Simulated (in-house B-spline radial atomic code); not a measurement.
Ce⁴⁺. Computed with a B-spline radial atomic code. Model: all-electron spherical atom, spin shells full or empty, radial basis limit, no spin-orbit coupling, Breit or QED, empty-state partial waves extrapolated as (l+1/2)^-4, RPA, G0W0 and static COHSEX of the highest shell as one setting changes (uncorrelated shells keep exact exchange).

Given: element Ce; charge 4; filled core Kr; hamiltonian one-electron scalar X2C; mean-field start HSE06; highest l of empty states 9; nuclear rms radius 4.8771 fm; highest mean-field shell 5p.

Shell: 4d 5 5, 5s 1 1, 5p 3 3 (electrons up and down).

```csv
lowest nl shells left uncorrelated,RPA correlation energy (hartree),G0W0 level (eV),G0W0 minus most complete (meV),COHSEX level (eV),linearised minus solved G0W0 (meV)
0,-4.3427,-66.85,0,-69.779,-23.2
1,?,?,?,?,?
2,-3.9572,-66.85,0.7,-69.78,-23.2
3,-3.3864,-66.847,3.4,-69.774,-23.1
4,-3.2044,-66.847,3.3,-69.776,-23.1
5,-2.6599,-66.853,-2.4,-69.791,-23.2
6,?,?,?,?,?
7,-1.6114,-66.811,39.9,-69.715,-22.7
8,-1.1576,-66.823,27.3,-69.745,-22.9
9,-0.35622,-66.425,425.5,-69.052,-19.9
10,-0.24676,-66.832,18.2,-69.393,-22.9
```

Task: What follows for lowest nl shells left uncorrelated = 6?

Result: RPA correlation energy -1.7685 hartree; G0W0 level -66.81 eV; G0W0 minus most complete 40.9 meV; COHSEX level -69.711 eV; linearised minus solved G0W0 -22.7 meV.

Task: What follows for lowest nl shells left uncorrelated = 1?

Result: RPA correlation energy -4.1554 hartree; G0W0 level -66.85 eV; G0W0 minus most complete 0.6 meV; COHSEX level -69.779 eV; linearised minus solved G0W0 -23.2 meV.
